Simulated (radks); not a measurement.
Spherical jellium clusters: N electrons in a uniform positive sphere of charge N and radius rs N^(1/3), rs = 2.44 bohr. Method: non-relativistic Kohn-Sham, LDA (Slater exchange, Perdew-Wang correlation), spin-polarised, spherical densities; computed with a radial shooting solver with Libxc functionals. Levels are named by radial order and angular momentum (1s, 1p, 1d, 2s, ...), and open shells are averaged over m.

N = 39, configuration 1s2 1p6 1d10 2s2 1f14 2p(up 3, down 2). This is the lowest configuration that the search found. Occupied and some empty levels:

level,occupation,eigenvalue (eV),<r> (bohr)
1s up,1,-10.253,4.908
1s down,1,-10.154,4.974
1p up,3,-8.7909,5.830
1p down,3,-8.7313,5.860
1d up,5,-6.9591,6.493
1d down,5,-6.9180,6.501
2s up,1,-6.0986,5.405
2s down,1,-5.9758,5.374
1f up,7,-4.8384,7.070
1f down,7,-4.8025,7.068
2p up,3,-3.7550,6.511
2p down,2,-3.6432,6.548
1g up,0,-2.5098,7.676
1g down,0,-2.4724,7.671
2d up,0,-1.5928,8.236
2d down,0,-1.5231,8.319
3s up,0,-1.4823,8.763
3s down,0,-1.4217,8.846

Energy (eV): total -44.0766, kinetic 164.66, external -5863.6, Hartree 2869.9, exchange-correlation -216.15, background 3001.1.

Electron density:

r (bohr),n(r) (e/bohr^3)
0.611,0.01485
1.29,0.01599
1.97,0.01707
2.65,0.01740
3.33,0.01699
4.01,0.01645
4.69,0.01639
5.37,0.01672
6.05,0.01654
6.74,0.01477
7.42,0.01129
8.10,0.007215
8.78,0.003942
9.46,0.001959
10.1,0.0009201
10.8,0.0004196
11.5,0.0001877
12.2,0.00008304
12.9,0.00003653
13.5,0.00001603
